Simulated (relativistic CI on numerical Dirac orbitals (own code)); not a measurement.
**Cr3+: what numerical and physical settings do to a radial Dirac CI calculation**

Reference input:

```
atom Cr  Z=24  charge=3  electrons=21
nucleus A=52  rms_radius_fm=3.6452
hamiltonian dirac-coulomb  breit=on  qed=on  c_scale=1
orbitals kli  potential=per-configuration
slater_scale 1
correlation none
mixing on
grid step=0.0125 r_max=25.7
scf mixing=0.4 start=green max_iterations=150 tolerance=2e-08 node_fill=0.05
configurations
  [Ar] 3d3
end
```

Computed lowest total energy -1047.33827 Ha, first excitation 222.8 cm⁻¹, 11 SCF steps. Runs with settings changed; * marks those that are bad on purpose (the QED terms keep the true α when c is scaled):

```tsv
Changed	Outcome	Lowest level	ΔE (Ha)	First excitation (cm⁻¹)	SCF steps	Message
Breit term off	converged	3d3 4F_3/2	-0.357	262.6	11	
Slater scale 0.5, end of the grid at 77.1 bohr, SCF mixing 0.9	converged	3d3 4F_3/2	0.0499	225.0	9	
Breit term off, start potential thomas-fermi	converged	3d3 4F_3/2	-0.357	262.6	11	
speed of light × 1.25	converged	3d3 4F_3/2	2.21	142.3	11	
node fill of the KLI weights 5 *	converged	3d3 4F_3/2	0.195	278.3	12	
iteration limit 4 *	not converged				4	SCF of 1s2 2s2 2p6 3s2 3p6 3d3 did not converge
```

With so few configurations and no correlation, terms lie too far apart (by 10 to 50 % near neutrality), their order can be wrong, and levels of other configurations are missing.
